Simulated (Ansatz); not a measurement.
The molecule MgAl, multiplicity 4 (an upper state: multiplicity 2 came lower at CCSD(T)/def2-TZVPP on PBE0 minima).

Seven points along R, fitted to fifth degree in 1/R; most abundant isotopes. Runs in def2 and cc sets follow the lowest solution found near the PBE0 minimum.

Correlated levels freeze the inner cores; with def2 sets outer-core shells near the valence are correlated too.

Programs: Ansatz (an electronic-structure program). Each number belongs to the level named beside it.

D_e counts from each atom's lowest state at the same level, without counterpoise or zero-point energy.

```json
[
 {"level": "PBE/def2-TZVPP", "r_e (Å)": "2.515", "ω_e (cm⁻¹)": "342", "ω_e x_e (cm⁻¹)": "1.7", "D_e (eV)": "-0.71", "dipole (D)": "2.31"},
 {"level": "PBE0/def2-TZVPP", "r_e (Å)": "2.503", "ω_e (cm⁻¹)": "?", "ω_e x_e (cm⁻¹)": "1.6", "D_e (eV)": "-0.75", "dipole (D)": "2.50"},
 {"level": "CCSD/def2-TZVPP", "r_e (Å)": "2.520", "ω_e (cm⁻¹)": "347", "ω_e x_e (cm⁻¹)": "1.5", "D_e (eV)": "-1.12", "dipole (D)": "-"},
 {"level": "CCSD(T)/def2-TZVPP", "r_e (Å)": "?", "ω_e (cm⁻¹)": "?", "ω_e x_e (cm⁻¹)": "1.6", "D_e (eV)": "-1.02", "dipole (D)": "-"}
]
```

### Question
Fill in the missing entries.

### Answer

- CCSD(T)/def2-TZVPP, r_e (Å): 2.522
- CCSD(T)/def2-TZVPP, ω_e (cm⁻¹): 345
- PBE0/def2-TZVPP, ω_e (cm⁻¹): 351

Doubts at one or more of the structures used: T1 above 0.05 (CCSD/def2-TZVPP, CCSD(T)/def2-TZVPP).
